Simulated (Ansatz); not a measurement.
Geometry optimisation, RKS PBE-D4/STO-3G in Ansatz 0.2.0.

input.yaml

```yaml
crystal:
  periodic: [false, false, false]
  atoms:
    - { symbol: Si, position_ang: [0.0, 0.0, 0.0] }
    - { symbol: O, position_ang: [0.0, 0.0, 1.68] }
    - { symbol: H, position_ang: [-0.9095, -0.2814, 2.0171] }
    - { symbol: Si, position_ang: [2.0935, 0.0, -0.7393] }
    - { symbol: H, position_ang: [2.5508, -1.3762, -0.9079] }
    - { symbol: H, position_ang: [2.1573, 0.6939, -2.0222] }
    - { symbol: H, position_ang: [2.951, 0.6823, 0.2255] }
    - { symbol: Si, position_ang: [-1.0456, 1.8115, -0.7393] }
    - { symbol: H, position_ang: [-2.4302, 1.478, -1.0607] }
    - { symbol: H, position_ang: [-1.0215, 2.8436, 0.2931] }
    - { symbol: H, position_ang: [-0.3743, 2.3069, -1.9374] }
    - { symbol: Si, position_ang: [-1.0456, -1.8115, -0.7393] }
    - { symbol: H, position_ang: [-1.7029, -2.4846, 0.3772] }
    - { symbol: H, position_ang: [-2.0454, -1.4265, -1.7311] }
    - { symbol: H, position_ang: [-0.0777, -2.7173, -1.3511] }
basis:
  gaussian: { orbitals: STO-3G }
hamiltonian:
  xc: pbe
  dispersion: d4
relax:
  f_tol: 0.02
  max_steps: 40
```

Launched with:

```bash
$ ansatz run input.yaml --threads 1 --pin off --max-ram 2048MiB --backend cpu --events-out ev --progress --plain --runs-dir out
```

Problem. Where does it end, and by what steps?

Solution. The run converged. The force dipped under the threshold on the way, but the program's further checks kept it going. Limits of this set-up: minimal basis. After 15 steps the energy has fallen by 0.352 eV; H9 moved furthest, 1.02 Å.

```json
{"step": "0", "energy less start (eV)": "0.0000", "largest force component (eV/Å)": "2.204", "accepted": "yes"}
{"step": "1", "energy less start (eV)": "-0.2533", "largest force component (eV/Å)": "0.810", "accepted": "yes"}
{"step": "2", "energy less start (eV)": "-0.2918", "largest force component (eV/Å)": "0.314", "accepted": "yes"}
{"step": "3", "energy less start (eV)": "-0.2998", "largest force component (eV/Å)": "0.725", "accepted": "yes"}
{"step": "4", "energy less start (eV)": "-0.3217", "largest force component (eV/Å)": "0.079", "accepted": "yes"}
{"step": "5", "energy less start (eV)": "-0.3283", "largest force component (eV/Å)": "0.016", "accepted": "yes"}
{"step": "6", "energy less start (eV)": "-0.3283", "largest force component (eV/Å)": "0.298", "accepted": "yes"}
{"step": "7", "energy less start (eV)": "-0.3357", "largest force component (eV/Å)": "0.081", "accepted": "yes"}
{"step": "8", "energy less start (eV)": "-0.3405", "largest force component (eV/Å)": "0.008", "accepted": "yes"}
{"step": "9", "energy less start (eV)": "-0.3408", "largest force component (eV/Å)": "0.205", "accepted": "yes"}
{"step": "10", "energy less start (eV)": "-0.3431", "largest force component (eV/Å)": "0.123", "accepted": "yes"}
{"step": "11", "energy less start (eV)": "-0.3495", "largest force component (eV/Å)": "0.005", "accepted": "yes"}
{"step": "12", "energy less start (eV)": "-0.3505", "largest force component (eV/Å)": "0.031", "accepted": "yes"}
{"step": "13", "energy less start (eV)": "-0.3512", "largest force component (eV/Å)": "0.091", "accepted": "yes"}
{"step": "14", "energy less start (eV)": "-0.3519", "largest force component (eV/Å)": "0.051", "accepted": "yes"}
{"step": "15", "energy less start (eV)": "-0.3525", "largest force component (eV/Å)": "0.002", "accepted": "yes"}
```

```xyz
15
Properties=species:S:1:pos:R:3
Si 0.002 -0.068 0.016
O 0.137 -0.258 1.755
H -0.855 -0.318 2.050
Si 2.148 0.051 -0.697
H 2.896 -1.151 -0.362
H 2.185 0.201 -2.145
H 2.847 1.191 -0.122
Si -1.119 1.832 -0.553
H -2.502 1.797 -0.097
H -0.505 3.024 0.014
H -1.146 1.999 -2.000
Si -1.056 -1.838 -0.951
H -2.319 -2.128 -0.286
H -1.358 -1.562 -2.349
H -0.255 -3.053 -0.909
```

Time of the run: 58 s on 1 thread of Arm Neoverse V2 (shared host), peak memory 0.12 GiB.
